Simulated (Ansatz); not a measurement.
All values below come from frozen-core CCSD(T)/cc-pVTZ // B3LYP-D3(BJ)/def2-TZVP (Ansatz, an electronic-structure program).

Ansatz 0.2 input:
```yaml
crystal:
  periodic: [false, false, false]
  atoms:
    - { symbol: C, position_ang: [-1.716882, -0.047435, 0.134882] }
    - { symbol: Ga, position_ang: [-0.021826, -1.00365, -0.406498] }
    - { symbol: C, position_ang: [1.715746, -0.00424, -0.156113] }
    - { symbol: H, position_ang: [-2.615295, -0.636461, -0.037173] }
    - { symbol: H, position_ang: [-1.782287, 0.885731, -0.431662] }
    - { symbol: H, position_ang: [-1.646717, 0.201573, 1.197563] }
    - { symbol: H, position_ang: [1.66837, 0.919713, -0.739504] }
    - { symbol: H, position_ang: [1.810538, 0.262516, 0.900276] }
    - { symbol: H, position_ang: [2.588352, -0.577747, -0.46177] }
basis:
  gaussian: { orbitals: cc-pVTZ }
correlation:
  method: ccsd_t
magnetization:
  spin_polarized: true
  initial_magnetization: 1
```

Output:

```
Functional definition: HF
1068 factors; integrals over basis functions are off by at most 1.1e-3 eV
mean field evaluation 1: about -54487.3027 eV, gradient 2.5e1 eV
mean field evaluation 2: about -54487.3044 eV, gradient 2.5e1 eV
mean field evaluation 4: about -54491.0588 eV, gradient 2.5e0 eV
mean field evaluation 8: about -54491.1820 eV, gradient 2.0e-1 eV
mean field evaluation 16: about -54491.1670 eV, gradient 7.7e-1 eV
mean field evaluation 32: about -54488.9880 eV, gradient 2.4e-3 eV
mean field evaluation 64: about -54486.6166 eV, gradient 4.1e-3 eV
mean field -54491.18333479 eV, -2002.5140521030 hartree, gradient 3.1e-6 eV, S^2 0.756832; 1 other end points of the search recorded, 0 dependent functions left out
determinant -54491.18333479 eV, -2002.5140521030 hartree, with singles and doubles -54505.94908930 eV, -2003.0566835724 hartree
determinant -54488.98796559 eV, -2002.4333737729 hartree, with singles and doubles -54503.92794681 eV, -2002.9824079559 hartree
11 core orbitals not correlated
reference -54491.18333479 eV, -2002.5140521030 hartree; 14, 13 occupied and 162, 163 virtual orbitals, 1068 factors
second order -13.67922771 eV of doubles, -0.00000000 eV of singles
cycle   1  -14.55362249 eV  change    -1.0e0 eV  update   2.5e-2
cycle   2  -14.58933434 eV  change   -3.6e-2 eV  update   6.2e-3
cycle   3  -14.58818773 eV  change    1.1e-3 eV  update   2.6e-3
cycle   4  -14.59025016 eV  change   -2.1e-3 eV  update   1.0e-3
cycle   5  -14.59010249 eV  change    1.5e-4 eV  update   4.7e-4
cycle   6  -14.59036120 eV  change   -2.6e-4 eV  update   1.7e-4
cycle   7  -14.59037566 eV  change   -1.4e-5 eV  update   5.6e-5
cycle   8  -14.59038357 eV  change   -7.9e-6 eV  update   1.9e-5
perturbative correction -0.63152140 eV, -0.0232079836 hartree
Total energy: -54506.40523977 eV, -2003.0734467932 hartree
```

Cost: roughly 7 core-minutes.
